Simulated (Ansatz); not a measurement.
Total energies of Te(SiH3)2 (Si2TeH6) from Ansatz at PBE0-D4/def2-TZVPD, gas phase (1 Eh = 27.2114 eV = 2625.5 kJ/mol). The reference geometry is relaxed at r2SCAN-D4/def2-SVP.

```
atom    x (Å)    y (Å)    z (Å)
 Te1   1.7355   0.3474   0.1696
 Si2  -0.1672   0.0971   1.7890
  H3  -0.7627  -1.2697   1.7043
  H4  -1.2347   1.1060   1.5190
  H5   0.4052   0.3166   3.1479
 Si6   0.2193  -0.0869  -1.7841
  H7   1.0729  -0.0138  -3.0046
  H8  -0.8608   0.9420  -1.8579
  H9  -0.4076  -1.4387  -1.6833
```

```
                 state   geometry  energy (Eh)
      charge 0 singlet  reference   -850.43086
     charge -1 doublet  reference   -850.41961
free Te atom (triplet)          –   -267.99474
free Si atom (triplet)          –   -289.24952
 free H atom (doublet)          –     -0.50104
```

In the def2 sets Te takes a core potential; there is no spin–orbit coupling.

Task: Work out the vertical electron affinity, to the doublet.

Result: E(charge 0 singlet) − E(charge -1 doublet) = -850.43086 − (-850.41961) = -0.01125 Eh = -0.31 eV; negative, so the extra electron isn't bound.

Task: What is the binding energy per atom against free atoms?

Result: Atoms: 1 × (-267.99474) + 2 × (-289.24952) + 6 × (-0.50104) = -849.50002 Eh. Binding: -849.50002 − (-850.43086) = 0.93084 Eh = 25.33 eV, or 2.81 eV for each of 9 atoms (no zero-point energy, no counterpoise term).

At PBE0-D4/def2-TZVPD the highest occupied level of the charge -1 doublet lies above zero (up to 1.45 eV). By energy differences it is unbound by 0.31 eV (vertical, against the charge 0 singlet, at PBE0-D4/def2-TZVPD) and held by the finite basis.
